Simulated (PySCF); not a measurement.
**Bond energies at PBE0/def2-TZVPP beside a composite method**

PySCF, lowest determinants of a PBE0 search. The composite is CCSD(T) extrapolated to the basis-set limit from two correlation-consistent sets, with core-valence (CV) and scalar-relativistic (SR) terms as its label shows; it has no spin–orbit coupling and nothing beyond (T).

| species | state (unpaired electrons) | De PBE0 (eV) | De composite (eV) | composite | dissociates to |
| --- | --- | --- | --- | --- | --- |
| TeC | singlet (closed shell) | 4.70 | 4.99 | CCSD(T)/CBS(TQ)+CV | Te + C |
| SrH | doublet (σ ↑) | 1.80 | 1.74 | CCSD(T)/CBS(DT) | Sr + H |
| Br2 | singlet (closed shell) | 2.26 | 2.23 | CCSD(T)/CBS(TQ) | Br + Br |
| NO | doublet (π ↑) | 6.64 | 6.58 | CCSD(T)/CBS(TQ)+CV+SR | N + O |
| ICl | singlet (closed shell) | 2.40 | 2.43 | CCSD(T)/CBS(TQ)+CV | I + Cl |
| SiB | quartet (σ ↑, π ↑↑) | 3.56 | 3.29 | CCSD(T)/CBS(TQ)+CV+SR | Si + B |
| AsS | doublet (π ↑) | 3.96 | 3.80 | CCSD(T)/CBS(DT) | As + S |
| CsBr | singlet (closed shell) | 4.07 | 4.07 | CCSD(T)/CBS(DT) | Cs + Br |

Problem. Does PBE0 bind more or less than the composite, by how much on average, and where is the difference largest?

Solution. PBE0/def2-TZVPP binds about as much on average, method and basis taken together: the mean signed difference is +0.03 eV and the mean absolute one 0.11 eV; it is largest for TeC (-0.29 eV).

The molecules are drawn from runs that passed checks on state, spin purity and fit, so the hardest cases are missing and the errors look smaller than over all diatomics.

Correlated steps freeze the inner cores (2 to 37 orbitals); shallow outer-core shells are correlated. These are scalar-relativistic numbers at best; spin–orbit coupling would shift them, the dissociation energy most. Where the molecule has an RHF reference, its open-shell atoms are computed with UHF. The CCSD T1 diagnostic is raised in SiB, TeC, a sign that a single reference may not be enough there. States were picked by a PBE0 search and need not be the measured ground states.
